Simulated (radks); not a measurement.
Effect of the nuclear size on neutral manganese, [Ar] 3d5 4s2. All-electron calculation, Dirac Kohn-Sham, PBE, spin-unpolarised, spherical densities, finite nucleus; open shells are shared between the two j in proportion to 2j + 1; Fermi nuclear charge, rms radius 3.7057 fm. Program: a radial shooting solver on a logarithmic mesh with Libxc functionals. The rms radius is varied about that value; shifts are against it.

| rms radius (fm) | total energy shift (eV) | density at nucleus (e/bohr^3) | 1s1/2 shift (meV) | 2s1/2 shift (meV) | 2p1/2 shift (meV) | 3s1/2 shift (meV) |
|---|---|---|---|---|---|---|
| 3.0683 | -0.0288 | 1.327e+04 | -12.2 | -1.08 | 0.122 | -0.149 |
| 3.4315 | -0.0130 | 1.321e+04 | -5.52 | -0.488 | 0.055 | -0.067 |
| 3.7057 | 0 | 1.317e+04 | 0.000 | 0.000 | 0.000 | 0.000 |
| 3.9169 | 0.0107 | 1.314e+04 | 4.53 | 0.401 | -0.045 | 0.055 |
| 4.6247 | 0.0507 | 1.306e+04 | 21.5 | 1.90 | -0.214 | 0.261 |

Slopes of the eigenvalues against <r^2> in GHz/fm^2, as finite differences over the two radii next to the reference (eigenvalue slopes, not the field-shift constants of lines): 1s1/2 681, 2s1/2 60.3, 2p1/2 -6.81, 3s1/2 8.29.
